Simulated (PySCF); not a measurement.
Run record: geometry optimisation, `[SiH3]C=C=C([SiH3])Cl`.

Method: PBE0-D3(BJ)/def2-SVP geometry optimisation, gas phase (PySCF 2.14.0). Start geometry: GFN2-xTB. A driver script takes a list of jobs; this job's settings line and coordinates (Å) are shown.

Input:
```
{"job": {"xc": "PBE0", "basis": "def2-SVP", "d3": "d3bj", "grid": 2, "kind": "geom"}, "charge": 0, "multiplicity": 1}
Si    -2.486792     0.720014    -0.401672
C     -1.307742    -0.740977    -0.196249
C     -0.024557    -0.654093    -0.354104
C      1.254292    -0.472246    -0.461168
Si     2.447342    -0.005132     0.926325
Cl     2.039890    -0.683003    -2.024073
H     -3.460718     0.373699    -1.440839
H     -3.183842     0.917841     0.872822
H     -1.733074     1.916435    -0.766862
H     -1.745774    -1.695320     0.067027
H      1.657243     0.168459     2.145346
H      3.425192    -1.084290     1.073558
H      3.114151     1.239100     0.542160
```

**Question.** Estimate the output.

**Answer.** 
```
step   0  E = -1156.69678144  max force = 0.022496
step   1  E = -1156.69969068  max force = 0.002169
step   2  E = -1156.69975920  max force = 0.001201
step   3  E = -1156.69977141  max force = 0.000513
step   4  E = -1156.69977363  max force = 0.000215
optimisation converged
```

Energies in Eh; «max force» is the largest Cartesian gradient component in Eh/bohr.

**Question.** Give the first gradient maximum in eV/Å.

**Answer.** With 1 Eh/bohr = 51.422 eV/Å, 1.157 eV/Å.

**Question.** How much energy does the optimisation release, in eV?

**Answer.** E(step 0) − E(last step) = 0.002992 Eh, which is 0.081 eV.

In short: final energy -1156.69977 Eh after 4 steps; dipole 1.49 D.

**Question.** Where do the atoms end?

**Answer.** 0.043 Å rms from the input after alignment:
```
atom  x, y, z in Å
Si1   -2.2591    0.4696   -1.1380
C2    -1.0974   -0.9917   -0.9313
C3     0.1948   -0.8750   -1.1036
C4     1.4871   -0.6998   -1.2398
Si5    2.6295   -0.2168    0.1700
Cl6    2.2613   -0.9117   -2.7999
H7    -3.2670    0.1704   -2.1997
H8    -2.9886    0.7182    0.1426
H9    -1.4609    1.6715   -1.5111
H10   -1.5051   -1.9766   -0.6619
H11    1.8133   -0.0633    1.4089
H12    3.6622   -1.2774    0.3569
H13    3.3081    1.0685   -0.1675
```

**Question.** How long does this job take on one thread, Arm Neoverse V2 (aarch64) (shared host)? And the peak memory of the process?

**Answer.** About 34 s, with 0.64 GiB resident at the peak, the Python interpreter and its libraries included.
Labels such as C1 count atoms from 1, the log's own numbers from 0.
